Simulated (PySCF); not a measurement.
Compound: C5H7OPS.
SMILES: `CSc1pcoc1C`

Method used: TDDFT B3LYP/def2-SVPD, vertical, gas phase, core orbitals frozen in the response (PySCF 2.14.0, density-fitted response routines). Geometry: GFN2-xTB, one conformer, isolated molecule. Torsions of this conformer, `[CH3:1][S:2][c:3]1[p:4][cH:5][o:6][c:7]1[CH3:8]`: C1–S2–C3–P4 -1°.

Problem. List the vertical singlet excitations with oscillator strengths and describe the spectrum.

Solution. 

```csv
state,E (eV),E (hartree),f,"main configurations (H = HOMO, L = LUMO)"
S1,4.09,0.1503,0.043,H→L (96%)
S2,4.88,0.1793,0.0000,H→L+1 (95%)
S3,5.30,0.1947,0.013,H→L+3 (97%)
S4,5.40,0.1983,0.0063,"H-1→L (67%), H→L+2 (28%)"
S5,5.52,0.2029,0.0065,H→L+4 (95%)
S6,5.69,0.2092,0.230,"H→L+2 (61%), H-1→L (23%)"
S7,5.79,0.2128,0.0049,H→L+5 (91%)
S8,5.85,0.2149,0.012,H-2→L (84%)
```

Triplets (Tamm–Dancoff): T1 3.14 eV, H→L (55%), H-1→L (41%); T2 3.77 eV, H-1→L (56%), H→L (39%); T3 4.24 eV, H→L+2 (90%).

The lowest singlet comes at 303 nm (395 kJ/mol) in the ultraviolet; it is of moderate strength; its leading configuration is HOMO→LUMO (96%). The most intense listed level is S6 at 5.69 eV (218 nm, f = 0.230), 1.60 eV above S1. Löwdin shares by element: HOMO sulfur 41%, carbon 39% or more (atoms not listed hold the other 20%); LUMO carbon 36% or more, phosphorus 35%, oxygen 15%. The oscillator strengths of these states sum to 0.315; summed over the whole spectrum of an exact calculation they would give the number of electrons, 76 (Thomas–Reiche–Kuhn). Weighted by f, the mean energy of these states is 5.46 eV. Of the 8 states listed, 4 reach f = 0.01 and 1 stays under 0.0005. Only the lowest 8 singlets were computed, as vertical energies without vibronic structure.

On one thread of an Arm Neoverse V1, on a shared host, this took 46 s and 1.0 GiB of memory at its peak.
